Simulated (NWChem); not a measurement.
System: BSiH$_{4}$F; SMILES FB[SiH3]

Program: NWChem. The geometry was optimised at PBE-D3(BJ)/def2-SVP. Field at 589 nm.

For level B3LYP/def2-SVP:

| Property | Value |
|---|---|
| isotropic polarisability (bohr³) | 41.0 |
| anisotropy (bohr³) | 9.8 |

Problem. What are these values for level B3LYP/aug-cc-pVDZ?

Solution. The isotropic polarisability (bohr³) is 49.1 and the anisotropy (bohr³) comes out as 11.9.
